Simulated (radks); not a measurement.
Species: the europium ion Eu3+. Configuration: [Kr] 4d10 4f6 5s1.5 5p6 5d0.5 (fractional occupations, a model configuration).

Method: Dirac Kohn-Sham, PBE, spin-unpolarised, spherical densities, finite nucleus; open shells are shared between the two j in proportion to 2j + 1; Fermi nuclear charge, rms radius 5.1115 fm; computed with a radial shooting solver on a logarithmic mesh with Libxc functionals.

Energy parts (eV):
part                      energy
total                 -295215.48
kinetic                320956.96
electron-nucleus      -722445.27
Hartree                112860.49
exchange-correlation    -6587.67

Orbitals (lengths in bohr, moments of r in powers of bohr; r(90%) holds 90 % of the orbital's charge):
| orbital | occ. | eigenvalue (eV) | r(90%) |
|---|---|---|---|
| 1s1/2 | 2 | -48346.81 | 0.0403 |
| 2s1/2 | 2 | -7963.738 | 0.147 |
| 2p1/2 | 2 | -7557.327 | 0.130 |
| 2p3/2 | 4 | -6909.340 | 0.139 |
| 3s1/2 | 2 | -1779.350 | 0.366 |
| 3p1/2 | 2 | -1603.734 | 0.359 |
| 3p3/2 | 4 | -1471.655 | 0.377 |
| 3d3/2 | 4 | -1167.601 | 0.349 |
| 3d5/2 | 6 | -1138.868 | 0.354 |
| 4s1/2 | 2 | -380.3562 | 0.812 |
| 4p1/2 | 2 | -312.4473 | 0.841 |
| 4p3/2 | 4 | -283.1927 | 0.883 |
| 4d3/2 | 4 | -171.2920 | 0.969 |
| 4d5/2 | 6 | -166.0188 | 0.985 |
| 4f5/2 | 2.57143 | -35.2870 | 1.47 |
| 4f7/2 | 3.42857 | -34.6010 | 1.49 |
| 5s1/2 | 1.5 | -74.2301 | 1.93 |
| 5p1/2 | 2 | -55.1764 | 2.16 |
| 5p3/2 | 4 | -50.8871 | 2.28 |
| 5d3/2 | 0.2 | -25.6534 | 3.20 |
| 5d5/2 | 0.3 | -25.2137 | 3.25 |

The highest occupied level is 5d5/2 at -25.214 eV. The electron density at the nucleus is 5.79e+05 e/bohr^3. Summed over all electrons, <r^2> = 36.98 bohr^2, which gives a Langevin (diamagnetic) susceptibility term of -29.3 x 10^-6 cm^3/mol.
